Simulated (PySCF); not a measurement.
**Potential energy of SmC along the bond**

Set-up: Sm x2c-TZVPall, C x2c-TZVPall; spin-free X2C with a Gaussian nucleus (PySCF 2.14). Energies in eV from Sm (4f6 6s2) + C in their ground configurations at the same level. State: Ms = 2 determinant of mixed spin, about 6.0 electrons in the 4f shell (Mulliken), real f orbitals that mix terms.

All columns are PBE0. A positive dipole means Sm(−)C(+).

| R (Å) | E (eV) | μ (D) | Mulliken charge on Sm (basis-dependent) | HOMO (eV) | LUMO (eV) | Mayer bond order | ⟨S²⟩ |
| --- | --- | --- | --- | --- | --- | --- | --- |
| 2.042 | -2.112 | -2.98 | 0.48 | -3.91 | -2.17 | 1.55 | 8.64 |
| 2.138 | -2.324 | -3.07 | 0.50 | -3.92 | -1.97 | 1.33 | 8.75 |
| 2.232 | -2.458 | -3.29 | 0.51 | -3.96 | -1.85 | 1.17 | 8.82 |
| 2.304 | -2.512 | -3.52 | 0.51 | -4.00 | -1.87 | 1.08 | 8.85 |
| 2.375 | -2.529 | -3.79 | 0.52 | -4.05 | -1.90 | 1.02 | 8.87 |
| 2.446 | -2.515 | -4.08 | 0.52 | -4.11 | -1.93 | 0.97 | 8.88 |
| 2.541 | -2.455 | -4.50 | 0.53 | -4.19 | -1.99 | 0.93 | 8.88 |
| 2.660 | -2.331 | -5.04 | 0.54 | -4.30 | -2.07 | 0.88 | 8.88 |
| 2.803 | -2.138 | -5.67 | 0.55 | -4.42 | -2.18 | 0.84 | 8.87 |
| 2.993 | -1.847 | -6.45 | 0.56 | -4.57 | -2.31 | 0.79 | 8.84 |

A fit through these points gives, at Re = 2.376 Å, μ = -3.79 D and dμ/dR = -3.97 D/Å; the reduced mass is 11.12 u.

Problem. How strong is the fundamental in the double-harmonic approximation, I = 42.26·(dμ/dR)²/μred km/mol?

Solution. I = 42.26·(-3.97)²/11.12 = 59.9 km/mol at PBE0.

⟨S²⟩ of the unrestricted solution departs from its pure value on part of the curve, where spin states mix. These are scalar-relativistic numbers at best; spin–orbit coupling would shift them, the dissociation energy most. With d or f electrons several states lie close, and the lowest PBE0 determinant need not be the measured ground state.
